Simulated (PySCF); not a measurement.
C2H3ClFGa, SMILES [F][Ga]([Cl])[CH]=C. Geometry optimised at ωB97X-D3(BJ)/def2-SVP. The structure was generated by enumeration; whether it is a known compound was not checked. The values are those of a single conformer.

The numbers are results of ωB97X-D3(BJ)/def2-SVP in PySCF 2.14.0, not measurements.

Harmonic wavenumbers (cm⁻¹): 84, 94, 178, 179, 308, 433, 492, 618, 727, 1007, 1038, 1051, 1270, 1427, 1691, 3147, 3201, 3244. Rotational constants (GHz): 3.134, 2.401, 1.359; symmetry number 1.

Question: Work out the zero-point energy and the ideal-gas rigid-rotor harmonic-oscillator thermochemistry at 298.15 K and 1 atm.

Answer: ZPE = ½ Σ hcν = ½ × 20188 cm⁻¹ = 120.75 kJ/mol. H − E(el) = 141.15 kJ/mol. Entropy in J/(mol K): translation 171.34, rotation 116.50, vibration 66.78, total 354.62. G − E(el) = 35.42 kJ/mol. Cp = 96.35 J/(mol K). Modes under 150 cm⁻¹ make the vibrational entropy uncertain.
